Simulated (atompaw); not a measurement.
## Logarithmic derivatives: iron (Fe), PAW (atompaw)

```json
{
 "Element": "iron",
 "Generator": "atompaw 4.2.0.5",
 "Type": "PAW",
 "Functional": "PBE",
 "Relativity": "scalar-relativistic",
 "Frozen core": "[Ne]",
 "Valence charge": "16",
 "Reference configuration": "3s2 3p6 3d6 4s1.5 4p0 (charge +0.5)",
 "Partial waves": "3s (bound): rc 1.20 bohr; 4s (bound): rc 1.70 bohr; 3p (bound): rc 1.20 bohr; 4p (bound, empty): rc 1.70 bohr; 3d (bound): rc 0.95 bohr; 3d channel at -0.3 Ry: rc 1.70 bohr",
 "Local potential": "bessel scheme, radius 1.40 bohr",
 "Core correction": "smooth core density matched at 1.50 bohr",
 "Augmentation charge": "sinc compensation charge, radius 1.25 bohr; PAW radius 1.70 bohr; waves and projectors: custom polynom2 7 10 vanderbiltortho"
}
```

The phase is arctan(r·u′/u) with u = r·R(r), unwrapped; energies in Ry, scanned from -9 to 5 Ry. A pole is an energy at which the radial function vanishes at the test radius. The pseudo phase is shifted by a multiple of π to meet the all-electron one at the reference energy, and phase errors are pseudo minus all-electron; the curves can meet again beyond the range given. Levels narrower than the energy grid can be missing from the lists of poles.

Problem. For each channel, where are the poles, and over which energies does the pseudopotential scatter like the atom?

Solution.

```
channel  radius (bohr)  reference energy (Ry)  poles, all-electron  poles, pseudo  unbroken range about the reference energy with phases within 0.05 rad  phase error 1 Ry above the reference energy (rad)
      s           1.71                  -0.64                -6.96          -6.96                                                        the whole range                                             -0.000
      p           1.71                  -0.31                -4.33          -4.33                                                              below 2.3                                             +0.002
      d           1.71                  -0.85                -0.07    -0.07, 3.05                                                              below 1.3                                             -0.001
```

A Bessel basis up to 400 Ry misses an occupied level by 0.13 Ry, so cutoffs and ghosts were not judged.

Phases in the d channel:

```csv
E (Ry),all-electron,pseudo
-9.00,1.373,1.349
-8.52,1.367,1.343
-8.04,1.361,1.337
-7.56,1.354,1.330
-7.08,1.346,1.323
-6.60,1.337,1.315
-6.12,1.327,1.305
-5.64,1.315,1.294
-5.16,1.302,1.282
-4.68,1.286,1.267
-4.20,1.266,1.248
-3.72,1.240,1.224
-3.24,1.206,1.191
-2.76,1.156,1.142
-2.28,1.072,1.061
-1.80,0.898,0.889
-1.32,0.348,0.341
-0.84,-0.954,-0.955
-0.36,-1.452,-1.452
0.12,-1.623,-1.624
0.60,-1.717,-1.724
1.08,-1.787,-1.815
1.56,-1.851,-1.961
2.04,-1.918,-2.626
2.52,-1.998,-4.437
3.00,-2.105,-4.699
3.48,-2.261,-4.786
3.96,-2.508,-4.833
4.44,-2.901,-4.865
4.92,-3.407,-4.891
```
